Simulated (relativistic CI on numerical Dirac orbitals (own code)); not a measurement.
A ladder of approximations for the levels of Sn

Calculated with a relativistic CI code on KLI orbitals (one set per configuration, finite nucleus), adding one ingredient at a time: step 1, Dirac-Coulomb, each configuration alone; step 2, with Breit and QED terms; step 3, with configuration mixing; step 4, with scaled Slater integrals (0.85); step 5, with a P86 correlation estimate; step 6, tied to the ionisation limit. P86 is a density functional for the correlation energy, evaluated here for each configuration and added to its levels. Step 6 is semi-empirical: configurations made of the next ion and one excited electron move by -3356 cm⁻¹, so that their limit matches the tabulated ionisation energy, and those with a non-penetrating f or g electron also take the P86 value of the least penetrating other one.

Configurations in the expansion (outside the closed core [Kr] 4d10): 5s2 5p2, 5s2 5p 6s, 5s 5p3, 5s2 5p 6p, 5s2 5p 5d, 5s2 5p 7s, 5s2 5p 7p, 5s2 5p 6d, 5s2 5p 4f, 5s2 5d2, 5s2 5p 7d, 5s2 5p 5f, 5s2 5p 6f, 5s2 5p 7f, 5p4, 5s 5p2 5d.

Computed minus measured energy above the ground level, in cm⁻¹, for 13 of the 21 excited levels that pair in every step (one J of a term; a digit in brackets numbers repeated terms):

```csv
Configuration,Term,J,Measured,Step 1,Step 2,Step 3,Step 4,Step 5,Step 6
5s2 5p2,3P,1,1692,-151,-182,-191,-103,-104,-103
5s2 5p2,1D,2,8613,1984,1922,1654,742,747,748
5s2 5p2,1S,0,17162,4774,4712,-218,-1607,-1524,-1548
5s2 5p 6s,3P°,0,34641,-2190,-2198,700,-472,3172,-172
5s2 5p 6s,1P°,1,39257,-1013,-1081,886,-289,3399,61
5s 5p3,5S°,2,39626,-11965,-12147,-9147,-5477,-4645,-4645
5s2 5p 6p,3D,1,42342,-3288,-3307,-505,-1620,2835,-513
5s2 5p 6p,3P,0,43799,-3299,-3321,-542,-1828,2619,-719
5s2 5p 5d,3D°,1,44509,-1513,-1543,-1258,-1616,2058,-663
5s2 5p 6p,3S,1,47806,-3275,-3357,-480,-1774,2677,-670
5s2 5p 5d,3F°,4,48107,-2777,-2867,-45,-1126,3210,-143
5s2 5p 6p,1D,2,48190,-3012,-3094,-413,-1763,2714,-632
5s2 5p 5d,3P°,2,48669,-1821,-1909,-618,-1569,2564,-543
```

Mean absolute errors in cm⁻¹, over all paired levels and for the configurations:

```csv
"Configuration, levels",Step 1,Step 2,Step 3,Step 4,Step 5,Step 6
"all, 21",2838,2883,988,1405,2493,690
"5s2 5p2, 4",1743,1706,560,642,622,628
"5s2 5p 6s, 4",1817,1856,770,400,3257,116
"5s 5p3, 1",11965,12147,9147,5477,4645,4645
"5s2 5p 6p, 8",3137,3196,484,1754,2724,621
"5s2 5p 5d, 4",2074,2149,602,1458,2599,476
```

Measured levels: NIST Handbook of Basic Atomic Spectroscopic Data (Sansonetti and Martin, J. Phys. Chem. Ref. Data 34, 1559 (2005)).

The mean absolute error is lowest at step 6 (690 cm⁻¹), and the largest single drop is from step 2 to 3 (2883 to 988). Terms of the ground configuration are off by 1743 at first, 560 with mixing and 642 after scaling, which overcorrects here, since the mixing already narrows the term splittings. The Breit and QED terms change the top of the ground term (measured 3428) from 3490 to 3435. Mixing lowers the ground level by 3013; relative to it the configurations that move most are 5s 5p3 by +3000, 5s2 5p 6p by +2712, 5s2 5p 6s by +2626. Configurations whose own partners of that kind are not in the list rise by much of that lowering, so a short list can trade one imbalance for another. The P86 estimate moves 5s2 5p 6p by +4477, 5s2 5p 5d by +4057, 5s2 5p 6s by +3657, and takes the mean absolute error of the excited configurations from 1585 to 2933; it overshoots. Step 6 takes that error from 2933 to 705; the error more than halves for 5s2 5p 6s, 5s2 5p 6p, 5s2 5p 5d.
